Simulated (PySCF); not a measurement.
Finite-field polarisability of P (phosphorus, neutral)

[Ne] 3s2 3p3, high-spin 4S determinant. Calculation: PySCF 2.14, in aug-cc-pCVTZ-DK (8s7p5d3f, 75 functions); the spin-free X2C one-electron Hamiltonian (Gaussian nucleus). Frozen: [Ne]. Energy changes in a uniform field (μhartree):

| axis | F (au) | HF | MP2 | CCSD | CCSD(T) |
| --- | --- | --- | --- | --- | --- |
| x | 0.0028 | -99.656 | -98.270 | -97.965 | -98.191 |
| x | 0.0056 | -398.856 | -393.324 | -392.102 | -393.009 |

Q: Derive α along x at CCSD(T) from the two fields.

A: With ΔE = −αF²/2 − γF⁴/24, α = −(16 ΔE(F) − ΔE(2F))/(6F²) = 25.04 bohr³.

Q: And the mean polarisability at each level?

A: HF 25.42, MP2 25.06, CCSD 24.99, CCSD(T) 25.04 bohr³. Reference: 25 ± 1 bohr³ (recommended; Schwerdtfeger and Nagle, table of static dipole polarizabilities (2023 update)).
